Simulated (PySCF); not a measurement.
C$_{2}$H$_{4}$Cl, charge -1, singlet, at a GFN2-xTB geometry (in this run its highest filled SCF level lies above zero, so its values depend strongly on the basis, on diffuse functions most of all), atoms displaced at random by about 0.03 Å a coordinate; PBE0/6-31G, gradient by finite differences (PySCF).

Input for PySCF:
```python
from pyscf import gto, scf, dft

mol = gto.M(
    atom='''
C    -0.035661    0.996978    0.113862
C     1.480947    0.750174    0.012180
Cl   -0.843560   -0.762367    0.080316
H    -0.391087    1.311847   -0.895562
H     1.965170    1.731998   -0.019551
H     1.861804    0.200618    0.863627
H     1.794984    0.186612   -0.912660
''',
    basis='6-31g',
    charge=-1,
    spin=0,
    verbose=4,
)

mf = dft.RKS(mol)
mf.xc = 'pbe0'
mf.conv_tol = 1e-11
mf.kernel()
scan, done = mf.as_scanner(), []
scan.scf_summary = {}
def energy(d):
    c = mol.atom_coords()
    c[0, 2] += d
    e = scan(mol.set_geom_(c, unit='Bohr', inplace=False))
    done.append(scan.converged)
    return e
h = 0.05
fd = (energy(h) - energy(-h)) / (2 * h)
print('dE/dx =', fd)
```

What the program printed (banner, timings and long lists left out):

```
PySCF version 2.14.0

[INPUT] verbose = 4
[INPUT] num. atoms = 7
[INPUT] num. electrons = 34
[INPUT] charge = -1
[INPUT] spin (= nelec alpha-beta = 2S) = 0
[INPUT] symmetry False subgroup None
[INPUT] Mole.unit = angstrom
[INPUT] Symbol           X                Y                Z      unit          X                Y                Z       unit  Magmom
[INPUT]  1 C     -0.035661000000   0.996978000000   0.113862000000 AA   -0.067389523328   1.884015372217   0.215167995995 Bohr   0.0
[INPUT]  2 C      1.480947000000   0.750174000000   0.012180000000 AA    2.798584234996   1.417623405769   0.023016864197 Bohr   0.0
[INPUT]  3 Cl    -0.843560000000  -0.762367000000   0.080316000000 AA   -1.594097369638  -1.440664836406   0.151775243421 Bohr   0.0
[INPUT]  4 H     -0.391087000000   1.311847000000  -0.895562000000 AA   -0.739047320878   2.479031547332  -1.692366907568 Bohr   0.0
[INPUT]  5 H      1.965170000000   1.731998000000  -0.019551000000 AA    3.713633088212   3.273001868294  -0.036946035461 Bohr   0.0
[INPUT]  6 H      1.861804000000   0.200618000000   0.863627000000 AA    3.518299657620   0.379113075658   1.632018503780 Bohr   0.0
[INPUT]  7 H      1.794984000000   0.186612000000  -0.912660000000 AA    3.392028157976   0.352645571557  -1.724677444846 Bohr   0.0

nuclear repulsion = 90.7968778345885
number of shells = 25
number of NR pGTOs = 106
number of NR cGTOs = 39
basis = 6-31g
ecp = {}

******** <class 'pyscf.dft.rks.RKS'> ********
method = RKS
initial guess = minao
damping factor = 0
level_shift factor = 0
DIIS = <class 'pyscf.scf.diis.CDIIS'>
diis_start_cycle = 1
diis_space = 8
diis_damp = 0
SCF conv_tol = 1e-11
SCF conv_tol_grad = None
SCF max_cycles = 50
direct_scf = True
direct_scf_tol = 1e-13
XC library pyscf.dft.libxc version 7.1.2
    S. Lehtola, C. Steigemann, M. J. T. Oliveira, and M. A. L. Marques,  SoftwareX 7, 1–5 (2018)
XC functionals = pbe0
    C. Adamo and V. Barone,  J. Chem. Phys. 110, 6158 (1999)
    M. Ernzerhof and G. E. Scuseria,  J. Chem. Phys. 110, 5029 (1999)
radial grids:
    Treutler-Ahlrichs [JCP 102, 346 (1995); DOI:10.1063/1.469408] (M4) radial grids

becke partition: Becke, JCP 88, 2547 (1988); DOI:10.1063/1.454033
pruning grids: <function nwchem_prune>
grids dens level: 3
symmetrized grids: False
atomic radii adjust function: <function treutler_atomic_radii_adjust>
small_rho_cutoff = 0
Set gradient conv threshold to 3.16228e-06
Initial guess from minao.
tot grids = 86352
init E= -538.381150872038
  HOMO = -0.211554998489887  LUMO = -0.0348058918954419  gap/eV = 4.80959
cycle= 1 E= -538.39326342783  delta_E= -0.0121  |g|= 0.396  |ddm|= 2.29
  HOMO = 0.153850435037003  LUMO = 0.322371802671964  gap/eV = 4.58570
cycle= 2 E= -538.401760762792  delta_E= -0.0085  |g|= 0.393  |ddm|=  1.4
  HOMO = 0.0725890168560082  LUMO = 0.270940641773215  gap/eV = 5.39742
cycle= 3 E= -538.447674713868  delta_E= -0.0459  |g|= 0.0354  |ddm|= 0.623
  HOMO = 0.0744040585575401  LUMO = 0.271048004040532  gap/eV = 5.35095
cycle= 4 E= -538.447986482467  delta_E= -0.000312  |g|= 0.0166  |ddm|= 0.0742
  HOMO = 0.0714267440757628  LUMO = 0.270224615110088  gap/eV = 5.40957
cycle= 5 E= -538.448074406418  delta_E= -8.79e-05  |g|= 0.00189  |ddm|= 0.027
  HOMO = 0.0716339296322765  LUMO = 0.270318078410531  gap/eV = 5.40647
cycle= 6 E= -538.448075405096  delta_E= -9.99e-07  |g|= 0.000891  |ddm|= 0.00426
  HOMO = 0.0715097290325886  LUMO = 0.270211103553028  gap/eV = 5.40694
cycle= 7 E= -538.448075659666  delta_E= -2.55e-07  |g|= 0.00014  |ddm|= 0.00218
  HOMO = 0.0715189193219132  LUMO = 0.270218141614575  gap/eV = 5.40688
cycle= 8 E= -538.448075670973  delta_E= -1.13e-08  |g|= 2.57e-05  |ddm|= 0.000717
  HOMO = 0.0715222032273009  LUMO = 0.27022094502042  gap/eV = 5.40687
cycle= 9 E= -538.448075671488  delta_E= -5.15e-10  |g|= 2.25e-06  |ddm|= 0.000188
  HOMO = 0.0715220115424853  LUMO = 0.270220753019896  gap/eV = 5.40687
cycle= 10 E= -538.448075671491  delta_E= -3.3e-12  |g|= 2.25e-07  |ddm|= 1.71e-05
  HOMO = 0.0715219673136112  LUMO = 0.270220710116177  gap/eV = 5.40687
Extra cycle  E= -538.448075671491  delta_E= 2.27e-13  |g|= 1.45e-07  |ddm|= 1.22e-06
converged SCF energy = -538.448075671491
Create scanner for <class 'pyscf.dft.rks.RKS'>

WARN: Mole.unit (angstrom) is changed to Bohr

New geometry
   1 C     -0.035661000000   0.996978000000   0.140320860546 AA   -0.067389523328   1.884015372217   0.265167995995 Bohr
   2 C      1.480947000000   0.750174000000   0.012180000000 AA    2.798584234996   1.417623405769   0.023016864197 Bohr
   3 Cl    -0.843560000000  -0.762367000000   0.080316000000 AA   -1.594097369638  -1.440664836406   0.151775243421 Bohr
   4 H     -0.391087000000   1.311847000000  -0.895562000000 AA   -0.739047320878   2.479031547332  -1.692366907568 Bohr
   5 H      1.965170000000   1.731998000000  -0.019551000000 AA    3.713633088212   3.273001868294  -0.036946035461 Bohr
   6 H      1.861804000000   0.200618000000   0.863627000000 AA    3.518299657620   0.379113075658   1.632018503780 Bohr
   7 H      1.794984000000   0.186612000000  -0.912660000000 AA    3.392028157976   0.352645571557  -1.724677444846 Bohr

******** <class 'pyscf.scf.hf.RKS_Scanner'> ********
method = RKS_Scanner
initial guess = minao
damping factor = 0
level_shift factor = 0
DIIS = <class 'pyscf.scf.diis.CDIIS'>
diis_start_cycle = 1
diis_space = 8
diis_damp = 0
SCF conv_tol = 1e-11
SCF conv_tol_grad = None
SCF max_cycles = 50
direct_scf = True
direct_scf_tol = 1e-13
XC library pyscf.dft.libxc version 7.1.2
    S. Lehtola, C. Steigemann, M. J. T. Oliveira, and M. A. L. Marques,  SoftwareX 7, 1–5 (2018)
XC functionals = pbe0
    C. Adamo and V. Barone,  J. Chem. Phys. 110, 6158 (1999)
    M. Ernzerhof and G. E. Scuseria,  J. Chem. Phys. 110, 5029 (1999)
radial grids:
    Treutler-Ahlrichs [JCP 102, 346 (1995); DOI:10.1063/1.469408] (M4) radial grids

becke partition: Becke, JCP 88, 2547 (1988); DOI:10.1063/1.454033
pruning grids: <function nwchem_prune>
grids dens level: 3
symmetrized grids: False
atomic radii adjust function: <function treutler_atomic_radii_adjust>
small_rho_cutoff = 0
Set gradient conv threshold to 3.16228e-06
tot grids = 86352
init E= -538.44084738078
  HOMO = 0.0656147163872052  LUMO = 0.267315004065309  gap/eV = 5.48854
cycle= 1 E= -538.448094418689  delta_E= -0.00725  |g|= 0.0075  |ddm|= 0.0672
  HOMO = 0.0675739093959262  LUMO = 0.269113565892577  gap/eV = 5.48417
cycle= 2 E= -538.448118325076  delta_E= -2.39e-05  |g|= 0.00339  |ddm|= 0.0336
  HOMO = 0.0679325112192788  LUMO = 0.269424241782068  gap/eV = 5.48287
cycle= 3 E= -538.448122482339  delta_E= -4.16e-06  |g|= 0.001  |ddm|= 0.00845
  HOMO = 0.0676813476303835  LUMO = 0.269199887074794  gap/eV = 5.48360
cycle= 4 E= -538.448122803746  delta_E= -3.21e-07  |g|= 0.00024  |ddm|= 0.00196
  HOMO = 0.0677327513545907  LUMO = 0.269223484635512  gap/eV = 5.48284
cycle= 5 E= -538.448122828602  delta_E= -2.49e-08  |g|= 0.000132  |ddm|= 0.00111
  HOMO = 0.0677252203690684  LUMO = 0.269225840223037  gap/eV = 5.48311
cycle= 6 E= -538.448122834549  delta_E= -5.95e-09  |g|= 2.02e-05  |ddm|= 0.00031
  HOMO = 0.0677264750616331  LUMO = 0.269226308849094  gap/eV = 5.48309
cycle= 7 E= -538.448122834741  delta_E= -1.92e-10  |g|= 9.48e-06  |ddm|= 9.11e-05
  HOMO = 0.0677251996895791  LUMO = 0.269225456598145  gap/eV = 5.48310
cycle= 8 E= -538.448122834767  delta_E= -2.6e-11  |g|= 2.3e-06  |ddm|= 1.75e-05
  HOMO = 0.0677254331184864  LUMO = 0.269225692315504  gap/eV = 5.48310
cycle= 9 E= -538.44812283477  delta_E= -3.64e-12  |g|= 1.5e-07  |ddm|= 6.59e-06
  HOMO = 0.06772543755444  LUMO = 0.269225686493256  gap/eV = 5.48310
Extra cycle  E= -538.448122834769  delta_E= 1.59e-12  |g|= 1.12e-07  |ddm|= 7.61e-07
converged SCF energy = -538.448122834769

WARN: Mole.unit (angstrom) is changed to Bohr

New geometry
   1 C     -0.035661000000   0.996978000000   0.087403139454 AA   -0.067389523328   1.884015372217   0.165167995995 Bohr
   2 C      1.480947000000   0.750174000000   0.012180000000 AA    2.798584234996   1.417623405769   0.023016864197 Bohr
   3 Cl    -0.843560000000  -0.762367000000   0.080316000000 AA   -1.594097369638  -1.440664836406   0.151775243421 Bohr
   4 H     -0.391087000000   1.311847000000  -0.895562000000 AA   -0.739047320878   2.479031547332  -1.692366907568 Bohr
   5 H      1.965170000000   1.731998000000  -0.019551000000 AA    3.713633088212   3.273001868294  -0.036946035461 Bohr
   6 H      1.861804000000   0.200618000000   0.863627000000 AA    3.518299657620   0.379113075658   1.632018503780 Bohr
   7 H      1.794984000000   0.186612000000  -0.912660000000 AA    3.392028157976   0.352645571557  -1.724677444846 Bohr

******** <class 'pyscf.scf.hf.RKS_Scanner'> ********
method = RKS_Scanner
initial guess = minao
damping factor = 0
level_shift factor = 0
DIIS = <class 'pyscf.scf.diis.CDIIS'>
diis_start_cycle = 1
diis_space = 8
diis_damp = 0
SCF conv_tol = 1e-11
SCF conv_tol_grad = None
SCF max_cycles = 50
direct_scf = True
direct_scf_tol = 1e-13
XC library pyscf.dft.libxc version 7.1.2
    S. Lehtola, C. Steigemann, M. J. T. Oliveira, and M. A. L. Marques,  SoftwareX 7, 1–5 (2018)
XC functionals = pbe0
    C. Adamo and V. Barone,  J. Chem. Phys. 110, 6158 (1999)
    M. Ernzerhof and G. E. Scuseria,  J. Chem. Phys. 110, 5029 (1999)
radial grids:
    Treutler-Ahlrichs [JCP 102, 346 (1995); DOI:10.1063/1.469408] (M4) radial grids

becke partition: Becke, JCP 88, 2547 (1988); DOI:10.1063/1.454033
pruning grids: <function nwchem_prune>
grids dens level: 3
symmetrized grids: False
atomic radii adjust function: <function treutler_atomic_radii_adjust>
small_rho_cutoff = 0
Set gradient conv threshold to 3.16228e-06
tot grids = 86352
init E= -538.461974613829
  HOMO = 0.0784517367315167  LUMO = 0.273914208939961  gap/eV = 5.31880
cycle= 1 E= -538.44716427784  delta_E= 0.0148  |g|= 0.0149  |ddm|= 0.134
  HOMO = 0.0758921171143641  LUMO = 0.271627907883159  gap/eV = 5.32624
cycle= 2 E= -538.447254168282  delta_E= -8.99e-05  |g|= 0.00714  |ddm|= 0.068
  HOMO = 0.0746426523800223  LUMO = 0.270644348278871  gap/eV = 5.33348
cycle= 3 E= -538.447270666646  delta_E= -1.65e-05  |g|= 0.0023  |ddm|= 0.0171
  HOMO = 0.0752491145546694  LUMO = 0.271148765006303  gap/eV = 5.33070
cycle= 4 E= -538.44727229743  delta_E= -1.63e-06  |g|= 0.000531  |ddm|= 0.00424
  HOMO = 0.0751446128847204  LUMO = 0.271121003525245  gap/eV = 5.33279
cycle= 5 E= -538.44727241668  delta_E= -1.19e-07  |g|= 0.000291  |ddm|= 0.00225
  HOMO = 0.07514915939717  LUMO = 0.271107955772611  gap/eV = 5.33231
cycle= 6 E= -538.447272447764  delta_E= -3.11e-08  |g|= 3.39e-05  |ddm|= 0.000805
  HOMO = 0.0751504872509554  LUMO = 0.271109102952424  gap/eV = 5.33231
cycle= 7 E= -538.447272448406  delta_E= -6.42e-10  |g|= 1.59e-05  |ddm|= 0.000182
  HOMO = 0.0751516935215697  LUMO = 0.271109914692275  gap/eV = 5.33229
cycle= 8 E= -538.44727244848  delta_E= -7.42e-11  |g|= 4.87e-06  |ddm|= 3.18e-05
  HOMO = 0.0751514568278087  LUMO = 0.271109625176342  gap/eV = 5.33229
cycle= 9 E= -538.447272448486  delta_E= -6.03e-12  |g|= 3.1e-07  |ddm|= 1.27e-05
  HOMO = 0.0751514285331971  LUMO = 0.271109622530842  gap/eV = 5.33229
Extra cycle  E= -538.447272448488  delta_E= -1.82e-12  |g|= 2.25e-07  |ddm|= 1.59e-06
converged SCF energy = -538.447272448488
dE/dx = -0.008503862803763695
```
